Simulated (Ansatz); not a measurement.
Basis-set extrapolation for C₃H₉FSi, SMILES `CC([SiH3])CF` (PBE0-D4/def2-TZVP geometry, frozen core, Ansatz 0.2.0). Multiplicity 1, RHF reference.

```csv
,def2-TZVPP,def2-QZVPP
HF,-507.306696,-507.325616
MP2 correlation,-0.904159,-0.970632
CCSD(T) correlation,-0.993171,not run
```

Energies in hartree. Use E(X) = E(∞) + A·exp(−7.88·√X) for Hartree–Fock and E(X) = E(∞) + B·X^(−2.97) for correlation, with X = 3 and 4, and add CCSD(T) minus MP2 of the smaller set to the MP2 limit.

Q: What is the CCSD(T) energy at the basis-set limit?

A: HF limit: -507.325616 + (-0.018920) × 0.13774 = -507.32822. MP2 limit: -0.970632 + (-0.066473) × 0.74074 = -1.01987. Higher-order term: -0.993171 − (-0.904159) = -0.08901. Total: -508.43710 hartree, 360.3 kJ/mol below CCSD(T)/def2-TZVPP.
